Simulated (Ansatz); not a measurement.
C$_{2}$H$_{7}$AlBF (`CB(F)[CH2][AlH2]`). Total charge 0; spin multiplicity 1. The structure was optimised at the PBE0-D4/def2-TZVP level. It is one conformer, not always the lowest.

```xyz
12

C    -1.640    0.730    0.374
B    -0.647    0.083   -0.650
F    -1.188   -0.713   -1.592
C     0.883    0.242   -0.645
Al    1.708   -1.106    0.518
H    -1.150    1.164    1.247
H    -2.188    1.536   -0.130
H    -2.396    0.014    0.708
H     1.182    1.191   -0.183
H     1.334    0.127   -1.634
H     2.624   -2.244   -0.101
H     1.479   -1.023    2.086
```

Task: What is the dipole moment at PBE/def2-TZVPP? (An estimate is asked.)

Result: The calculation gave: 1.44 D, with components (0.74, 1.10, 0.56) D in this frame, pointing from negative to positive charge.

Task: And with r2SCAN, B3LYP, ωB97M-V? (An estimate is asked.)

Result: Computed: r2SCAN 1.50 D, B3LYP 1.52 D, ωB97M-V 1.50 D.

Task: Give the Mulliken charges with PBE, r2SCAN, B3LYP in def2-TZVPP. (An estimate is asked.)

Result: The calculation gave: 
```csv
atom,PBE,r2SCAN,B3LYP
C1,-0.36,-0.26,-0.33
B2,0.21,0.30,0.25
F3,-0.22,-0.28,-0.26
C4,-0.30,-0.34,-0.33
Al5,0.36,0.50,0.44
H6,0.10,0.06,0.10
H7,0.11,0.07,0.10
H8,0.11,0.07,0.10
H9,0.11,0.09,0.10
H10,0.12,0.09,0.11
H11,-0.11,-0.15,-0.13
H12,-0.12,-0.16,-0.14
```

B3LYP here is the variant with VWN-RPA as its local correlation; programs differ in this.
